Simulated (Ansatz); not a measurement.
`CC[N](C)[GaH][CH3]` → `C[NH][GaH][CH3]` + ethylene  (alkene loss)

Program: Ansatz. Geometries: PBE0-D4/def2-TZVP. ΔE: electronic, gas phase. CBS: MP2 limit from def2 TZ/QZ plus the TZ coupled-cluster correction, frozen cores. This one scheme is used for every species. DFT in def2-TZVPP. B3LYP here is the variant with VWN-RPA as its local correlation; programs differ in this. For Ga outer-core shells are correlated without core-valence functions, which leaves a few kJ/mol of doubt a bond. Scalar relativity is left out up to krypton. Each species was taken in one conformer, which may not be the lowest.

Q: Is it downhill or uphill in electronic energy at CCSD(T)/CBS, and by how much? (Best estimate.)

A: Computed: Uphill: ΔE = +0.90 eV.

Q: What do these levels give: PBE-D4, PBE0-D4, B3LYP-D4, CAM-B3LYP-D4, BHLYP, CCSD/def2-SVP, CCSD/def2-TZVPP, CCSD(T)/def2-TZVPP, HF/def2-QZVPP, SCS-MP2/def2-QZVPP, MP2/CBS(def2), CCSD/CBS(def2)? (Estimate.)

A: Ansatz gave: PBE-D4 1.00, PBE0-D4 1.08, B3LYP-D4 0.85, CAM-B3LYP-D4 0.93, BHLYP 0.76, CCSD/def2-SVP 1.01, CCSD/def2-TZVPP 0.88, CCSD(T)/def2-TZVPP 0.92, HF/def2-QZVPP 0.53, SCS-MP2/def2-QZVPP 0.89, MP2/CBS(def2) 1.01, CCSD/CBS(def2) 0.87 eV.

Largest T1 diagnostic among the species: 0.013.

In def2-TZVPP, CCSD(T) changes the Hartree–Fock value by +0.38 eV (the triples alone add +0.03 eV) and MP2 by +0.49 eV. From PBE to PBE0 (25 % exact exchange), in def2-TZVPP and without D4, ΔE moves by +0.09 eV.
